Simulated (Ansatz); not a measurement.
ClGa, charge -1, doublet, at a GFN2-xTB geometry (such geometries of metal compounds can be far from the true shape) (a state made from the parent by changing its charge; the spin is typed, not shown lowest) (a gas-phase anion, which may not be bound at this level); PBE0/6-31G** in Ansatz (a first-principles code).

The Ansatz input:
Ansatz 0.2 input:
```yaml
crystal:
  periodic: [false, false, false]
  atoms:
    - {symbol: Ga, position_ang: [-0.00000000, -0.00000000, -0.85496772]}
    - {symbol: Cl, position_ang: [0.00000000, 0.00000000, 1.55905878]}
basis:
  gaussian:
    orbitals: 6-31G__.json
hamiltonian:
  xc: pbe0
total_charge: -1
magnetization: {spin_polarized: true, initial_magnetization: 1}
accuracy: high
```
The basis file holds 6-31G** in the JSON format of the Basis Set Exchange.

Output, abridged:

```
Functional definition: PBE0
874 factors; integrals over basis functions are off by at most 3.7e-9 eV
mean field evaluation 1: about -64881.3300 eV, gradient 1.9e1 eV
mean field evaluation 2: about -64881.2015 eV, gradient 2.2e1 eV
mean field evaluation 4: about -64883.5841 eV, gradient 1.0e0 eV
mean field evaluation 8: about -64883.6020 eV, gradient 1.5e-2 eV
mean field evaluation 16: about -64883.6020 eV, gradient 1.0e-5 eV
mean field evaluation 32: about -64883.5299 eV, gradient 2.3e0 eV
mean field -64883.60201063 eV, -2384.4283942057 hartree, gradient 4.9e-8 eV, S^2 0.752753; 1 other end points of the search recorded, 0 dependent functions left out
reference -64883.60201264 eV, -2384.4283942796 hartree; 25, 24 occupied and 29, 30 virtual orbitals, 874 factors
Total energy: -64883.60201264 eV, -2384.4283942796 hartree
```
